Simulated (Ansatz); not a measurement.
`C[CH2][Zn][OH]`. Charge 0, multiplicity 1. The geometry is a stationary point of PBE0-D4/def2-TZVP. It is one conformer, not always the lowest.

```xyz
10

C    -1.031    0.246    1.057
C     0.360    0.554    0.509
Zn    0.880   -0.467   -1.049
O     1.447   -1.463   -2.413
H    -1.132   -0.801    1.354
H    -1.257    0.853    1.940
H    -1.815    0.446    0.322
H     0.441    1.614    0.250
H     1.119    0.377    1.278
H     0.987   -1.359   -3.247
```

Q: What is the dipole moment at r2SCAN/def2-TZVPP? (Estimate.)

A: The calculation gave: 1.84 D, with components (-1.26, 1.28, 0.42) D in this frame, pointing from negative to positive charge.

Q: And with PBE, B3LYP, ωB97M-V? (Estimate.)

A: Ansatz gave: PBE 1.80 D, B3LYP 1.90 D, ωB97M-V 1.85 D.

Q: Give the Mulliken charges with r2SCAN, ωB97M-V, B3LYP in def2-TZVPP. (Best estimate.)

A: Ansatz gave: 
| atom | r2SCAN | ωB97M-V | B3LYP |
| --- | --- | --- | --- |
| C1 | -0.15 | -0.33 | -0.27 |
| C2 | -0.16 | -0.31 | -0.21 |
| Zn3 | 0.40 | 0.45 | 0.40 |
| O4 | -0.52 | -0.50 | -0.50 |
| H5 | 0.04 | 0.10 | 0.08 |
| H6 | 0.04 | 0.10 | 0.08 |
| H7 | 0.04 | 0.10 | 0.08 |
| H8 | 0.06 | 0.11 | 0.08 |
| H9 | 0.06 | 0.11 | 0.08 |
| H10 | 0.19 | 0.16 | 0.17 |

B3LYP here is the variant with VWN-RPA as its local correlation; programs differ in this.
